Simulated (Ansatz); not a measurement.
`COB(S)Cl` + `NB(O)Cl` → `NB(S)Cl` + `COB(O)Cl`  (redistribution)

Computed with Ansatz on PBE0-D4/def2-TZVP structures; ΔE is electronic, products minus reactants. CCSD(T)/CBS adds triple-zeta CCSD(T) − MP2 to the extrapolated MP2 energy (def2 sets, frozen cores). This one scheme is used for every species. Functionals use def2-TZVPP. Each species was taken in one conformer, which may not be the lowest.

`COB(S)Cl`:

Z-matrix (Å, degrees):
```
C
O 1 1.418
H 1 1.092 2 110.8
H 1 1.092 2 110.8 3 121.1
H 1 1.089 2 107.1 3 -119.4
B 2 1.341 1 123.4 3 -60.2
Cl 6 1.771 2 122.0 1 0.0
S 6 1.805 2 121.0 1 -180.0
H 8 1.344 6 94.9 2 0.0
```

`NB(O)Cl`:

Z-matrix (Å, degrees):
```
N
B 1 1.393
H 1 1.002 2 122.9
H 1 1.005 2 121.7 3 -180.0
O 2 1.360 1 120.7 3 -180.0
Cl 2 1.788 1 119.3 3 -0.0
H 5 0.959 2 113.0 1 -180.0
```

`NB(S)Cl`:

Cartesian coordinates in Å:
```
N -0.296 -0.754 0.545
B 0.534 0.085 -0.191
S 0.016 1.618 -1.010
Cl 2.244 -0.342 -0.366
H 0.052 -1.592 0.976
H -1.275 -0.583 0.691
H -1.276 1.569 -0.646
```

`COB(O)Cl`:

Cartesian coordinates in Å:
```
C 0.131 -1.330 0.286
O 0.157 0.059 0.557
B -0.140 1.004 -0.360
O -0.095 2.316 -0.032
Cl -0.598 0.590 -2.018
H 0.410 -1.844 1.204
H 0.840 -1.588 -0.504
H -0.868 -1.650 -0.020
H 0.163 2.443 0.886
```

Q: Is it downhill or uphill in electronic energy at CCSD(T)/CBS, and by how much? (An estimate is asked.)

A: Computed: Nearly level: ΔE = +1.6 kJ/mol.

Q: What do these levels give: r2SCAN-D4, ωB97M-V, PBE, r2SCAN, HF/def2-QZVPP, MP2/CBS(def2)? (Estimate.)

A: Computed: r2SCAN-D4 3.1, ωB97M-V 1.9, PBE 3.2, r2SCAN 3.0, HF/def2-QZVPP 0.6, MP2/CBS(def2) 2.1 kJ/mol.

Largest T1 diagnostic among the species: 0.012.
